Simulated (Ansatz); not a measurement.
Consider the substitution at a C–S bond: `CSB(N)F` + `[NH]=[V]([NH2])([NH2])[NH2]` → `C[N]=[V]([NH2])([NH2])[NH2]` + `NB(F)S`.

Gas-phase electronic energies from Ansatz, PBE0-D4/def2-TZVP geometries. CCSD(T)/CBS is the MP2 limit (def2-TZVPP, def2-QZVPP) plus CCSD(T) − MP2 in def2-TZVPP, frozen cores. This one scheme is used for every species. For V outer-core shells are correlated without core-valence functions, which leaves a few kJ/mol of doubt a bond. Scalar relativity is left out up to krypton. Each species was taken in one conformer, which may not be the lowest.

`CSB(N)F`:

```xyz
10

C    -0.285   -1.886    0.297
S    -1.144   -0.316    0.028
B     0.257    0.829   -0.128
N     0.062    2.194   -0.352
F     1.510    0.363   -0.026
H     0.311   -1.851    1.208
H    -1.055   -2.649    0.401
H     0.352   -2.131   -0.550
H     0.835    2.830   -0.438
H    -0.843    2.616   -0.439
```

`[NH]=[V]([NH2])([NH2])[NH2]`:

Z-matrix (Å, degrees):
```
V
N 1 1.835
N 1 1.861 2 105.5
N 1 1.624 2 106.3 3 -124.4
N 1 1.835 2 117.2 3 117.0
H 2 1.007 1 125.9 3 131.6
H 2 1.011 1 121.7 3 -61.6
H 3 1.011 1 121.1 2 -45.1
H 3 1.011 1 121.0 2 168.8
H 4 1.012 1 155.7 2 117.2
H 5 1.007 1 125.8 2 111.7
H 5 1.011 1 121.7 2 -54.7
```

`C[N]=[V]([NH2])([NH2])[NH2]`:

Cartesian coordinates in Å:
```
C 2.083 0.647 1.065
N 0.871 0.271 0.445
V -0.513 -0.159 -0.262
N -0.592 -2.008 -0.299
N -0.522 0.532 -1.979
N -1.910 0.537 0.733
H 2.599 1.418 0.480
H 1.902 1.049 2.069
H 2.758 -0.212 1.161
H -0.011 -2.633 0.237
H -0.979 -2.488 -1.100
H -1.376 0.896 -2.380
H 0.279 0.894 -2.473
H -2.758 0.004 0.866
H -1.832 1.254 1.437
```

`NB(F)S`:

```xyz
7

N     0.741   -0.923    0.145
B     0.045    0.281    0.046
F     0.661    1.420    0.381
S    -1.687    0.330   -0.529
H     0.347   -1.815   -0.087
H     1.695   -0.954    0.461
H    -1.802    1.661   -0.418
```

```csv
species,CCSD(T)/CBS(def2) energy (Eh)
`CSB(N)F`,-618.26404
`[NH]=[V]([NH2])([NH2])[NH2]`,-1166.54466
`C[N]=[V]([NH2])([NH2])[NH2]`,-1205.80456
`NB(F)S`,-579.00738
```

Work out ΔE.

ΔE = (-1205.80456) + (-579.00738) − (-618.26404) − (-1166.54466) = -0.00324 Eh = -2.0 kcal/mol.

Largest T1 diagnostic among the species: 0.032, so the coupled-cluster value is less sure than usual.

In def2-TZVPP, CCSD(T) changes the Hartree–Fock value by −1.4 kcal/mol (the triples alone add −0.3 kcal/mol) and MP2 by −6.8 kcal/mol.
